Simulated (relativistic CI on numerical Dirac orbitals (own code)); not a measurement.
# Cd³⁺ (4d9) in a crystal field

Calculated by Dirac-Coulomb-Breit CI, KLI orbitals optimised for each configuration, model QED, valence Slater integrals scaled by 0.7, one configuration in a parametric crystal field (own radial code).

Field parameters in Wybourne normalisation: Td as Oh with Dq negative (B⁴₀ = 21Dq, B⁴₄ = √(5/14) B⁴₀). The field is a parameter set, without covalency.

S is read from ⟨S²⟩ = S(S + 1).

Levels (cm⁻¹, degeneracy): 0 (2), 2946 (4), 22268 (4).

Question: Which field gives this pattern?
A. Td, 10Dq = -9050 cm⁻¹
B. Td, 10Dq = -11150 cm⁻¹
C. Td, 10Dq = -19650 cm⁻¹
D. Td, 10Dq = -13300 cm⁻¹

Answer: C. Td, 10Dq = -19650 cm⁻¹, ground level with S = 0.50.
